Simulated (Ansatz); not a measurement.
`CO[Si](O)([SiH3])Br` + `N[Si](N)(O)O` → `N[Si](N)(O)O[SiH3]` + `CO[SiH](O)Br`  (cleavage of the Si–Si bond)

Calculated with Ansatz (gas phase, PBE0-D4/def2-TZVP geometries, no zero-point term in ΔE). CCSD(T)/CBS adds triple-zeta CCSD(T) − MP2 to the extrapolated MP2 energy (def2 sets, frozen cores). Functionals use def2-TZVPP. For Br outer-core shells are correlated without core-valence functions, which leaves a few kJ/mol of doubt a bond. Scalar relativity is left out up to krypton. Each species was taken in one conformer, which may not be the lowest.

```tsv
level	ΔE (kcal/mol)
PBE0	-22.1
HF/def2-TZVPP	-33.2
MP2/def2-TZVPP	-27.8
MP2/def2-QZVPP	-27.8
```

Task: What does CCSD(T)/CBS give? (Best estimate.)

Result: Computed: -26.1 kcal/mol. The listed levels differ from it by 4.0, -7.1, -1.7, -1.7 kcal/mol.

Largest T1 diagnostic among the species: 0.011.

In def2-TZVPP, CCSD(T) changes the Hartree–Fock value by +6.7 kcal/mol (the triples alone add +1.0 kcal/mol) and MP2 by +5.4 kcal/mol. From PBE to PBE0 (25 % exact exchange), in def2-TZVPP and without D4, ΔE moves by −2.3 kcal/mol.
